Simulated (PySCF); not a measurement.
```xyz
3
charge 1 multiplicity 1, angstrom
Cl    0.0000    0.0000   -0.8057
Se    1.8387    0.0000    0.1764
Se   -1.8387    0.0000    0.1764
```

Computed with PySCF, PBE0, basis Cl def2-TZVP, Se def2-TZVP (no relativity, density fitting).

This geometry of ClSe₂⁺ is a stationary point at this level.

(1) What is the point group?

(2) Is it a minimum?

(3) List the harmonic modes with their infrared intensities.

(4) Give the atomic charges and bond orders.

Answers

(1) C2v.

(2) Yes: all harmonic wavenumbers are real.

(3) 
```
symmetry  ω (cm⁻¹)  IR (km/mol)
      a1       147          0.2
      a1       367          0.1
      b2       483         18.6
```

(4) 
```tsv
atom	Mulliken	Löwdin	polar tensor	Mayer order to Cl1
Cl1	0.30	0.56	0.43	–
Se2,3	0.35	0.22	0.29	1.25
```
Other Mayer orders above 0.3: Se–Se 0.90.

Other isomers or separated fragments may lie lower.
